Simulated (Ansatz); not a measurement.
One geometry of TcO3Cl (TcClO₃), several levels of theory.

```yaml
crystal:
  periodic: [false, false, false]
  atoms:
    - {symbol: Tc, position_ang: [0.053114, 0.091655, 0.038104]}
    - {symbol: O, position_ang: [0.063601, 0.075208, 1.712374]}
    - {symbol: O, position_ang: [1.628293, 0.103066, -0.529558]}
    - {symbol: O, position_ang: [-0.744044, 1.461721, -0.501350]}
    - {symbol: Cl, position_ang: [-1.000954, -1.731640, -0.719580]}
basis:
  gaussian: {orbitals: def2-TZVPP, initial_orbitals: start.molden}
correlation: {method: ccsd_t}
scf: {omitted_lower_state_checks: [starts]}
output: {orbitals: {seedname: orbitals}}
```

The file start.molden holds the orbitals of an earlier run on this structure, at another level or in another basis.

```sh
$ ansatz run in.yaml --threads 4 --pin off --events-out ev --progress --plain --max-ram 3916MiB
```

It prints (some lines left out):

```
Functional definition: HF
1274 factors; integrals over basis functions are off by at most 1.2e-3 eV
mean field evaluation 1: about -20792.8848 eV, gradient 3.7e1 eV
mean field evaluation 2: about -20794.3894 eV, gradient 1.9e0 eV
mean field evaluation 4: about -20795.1077 eV, gradient 3.0e0 eV
mean field evaluation 8: about -20795.1252 eV, gradient 1.0e-3 eV
mean field -20795.12524746 eV, -764.2067574021 hartree, gradient 2.4e-6 eV, S^2 0.000000; 0 other end points of the search recorded, 0 dependent functions left out; unrestricted orbitals would lower it
mean field evaluation 16: about -20795.6110 eV, gradient 2.6e0 eV
8 core orbitals not correlated: weight in the atoms' cores, before any rotation towards them, 1.000 or more for the frozen orbitals, at most 0.000 for the correlated occupied ones
reference -20795.12524746 eV, -764.2067574021 hartree; 20, 20 occupied and 163, 163 virtual orbitals, 1274 factors
second order -46.74392426 eV of doubles, -0.00000000 eV of singles
cycle   1  -37.06146486 eV  change     9.7e0 eV  update   4.8e-1
cycle   2  -41.41767717 eV  change    -4.4e0 eV  update   4.4e-1
cycle   3  -42.03131910 eV  change   -6.1e-1 eV  update   5.3e-2
cycle   4  -42.06126407 eV  change   -3.0e-2 eV  update   2.8e-2
cycle   5  -42.05063624 eV  change    1.1e-2 eV  update   8.0e-3
cycle   6  -42.05815379 eV  change   -7.5e-3 eV  update   3.6e-3
cycle   7  -42.05606063 eV  change    2.1e-3 eV  update   2.1e-3
cycle   8  -42.05187638 eV  change    4.2e-3 eV  update   1.0e-3
cycle   9  -42.05294434 eV  change   -1.1e-3 eV  update   4.6e-4
cycle  10  -42.05373189 eV  change   -7.9e-4 eV  update   3.3e-4
cycle  11  -42.05353350 eV  change    2.0e-4 eV  update   1.4e-4
cycle  12  -42.05320601 eV  change    3.3e-4 eV  update   9.1e-5
cycle  13  -42.05349998 eV  change   -2.9e-4 eV  update   2.7e-5
cycle  14  -42.05342635 eV  change    7.4e-5 eV  update   1.5e-5
cycle  15  -42.05338093 eV  change    4.5e-5 eV  update   6.3e-6
perturbative correction -3.21675504 eV, -0.1182135675 hartree
Total energy: -20840.39538344 eV, -765.8704042141 hartree
Checks for a lower state left out: starts
```

It took 27 s on 4 threads of Intel Xeon 6975P-C on a shared host, peak host memory 2.8 GiB.

Geometry: r2SCAN-D4/def2-SVP.

In the def2 sets Tc takes a core potential; there is no spin–orbit coupling. Correlated methods freeze 8 core orbitals; core or outer-core shells of Tc are correlated, in sets that lack core-valence functions. The restricted singlet (for correlated methods, its reference) is unstable: a solution with broken spin symmetry lies lower.
